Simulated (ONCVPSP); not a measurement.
**Before and after: ONCV potential for indium (In)**

ONCVPSP 4.0.1 input, shortened (lines: element, Z, core and valence counts, functional; n l f; lmax; l rc ep ncon nbas qcut; lloc lpopt rc5 dvloc0; l nproj debl; icmod fcfact rcfact), BLYP, scalar-relativistic:

```
  In 49.00    9    2  -106131      upf
    1    0    2.00
    2    0    2.00
    2    1    6.00
    3    0    2.00
    3    1    6.00
    3    2   10.00
    4    0    2.00
    4    1    6.00
    4    2   10.00
    5    0    1.00
    5    1    2.00
    1
    0    2.15    0.00    4    7    2.50
    1    2.00    0.00    5    8    4.60
    4    5    1.75    0.00
    0    2    0.40
    1    2    2.00
    1    0.45    0.00
```

Change: s: qcut 2.9.

Cutoffs: the cutoffs (Ha) at which the residual kinetic energy of the hardest occupied pseudo-wave falls to 1 and 0.1 mHa per electron; they do not see the model core or the augmentation charge, which bear on the density cutoff. Errors are all-electron minus pseudo energies relative to the spin-unpolarised reference configuration.

Problem. What does the change do?

Solution. The potential gets neither clearly harder nor softer (33 Ha and 46 Ha → 33 Ha and 46 Ha); both files keep a bound ghost (p); of the 4 tests that both files solve, the error grows in 1 and shrinks in 0 by more than 15 % and 0.3 meV (median size 11.5 → 10.8 meV); the range in which the s phases agree widens (upper end 1.1 → 3.4).

```csv
quantity,base,changed
"cutoff, loose",33 Ha,33 Ha
"cutoff, tight",46 Ha,46 Ha
loose cutoff by channel,"s 19 Ha, p 33 Ha","s 9.7 Ha, p 33 Ha"
bound ghosts,p,p
GHOST(+) flags under 300 eV,s at 31.4 eV,s at 22.6 eV
"error for 5s2 5p1, meV [ΔE -5.87 eV]",-11,-10
"error for 5s2 5p0, meV [ΔE -0.51 eV]",-0.3,+1.4
"error for 5s1 5p0, meV [ΔE 18.81 eV]",-80,-81
"error for 5s1 5p1, meV [ΔE 6.07 eV]",-12,-12
s: phases at 2.19 bohr within 0.05 rad from the reference energy up to (Ha; the scan ends near 5),1.1,3.4
p: phases at 2.04 bohr within 0.05 rad from the reference energy up to (Ha; the scan ends near 5),to the end of the scan,to the end of the scan
"rms error of d²Exc/dni dnj with the model core, mHa",1.78,1.84
```

 A true bound ghost makes a file unfit for plane-wave use even where its test errors are small: the radial tests pick states by their node count and pass the ghost by.
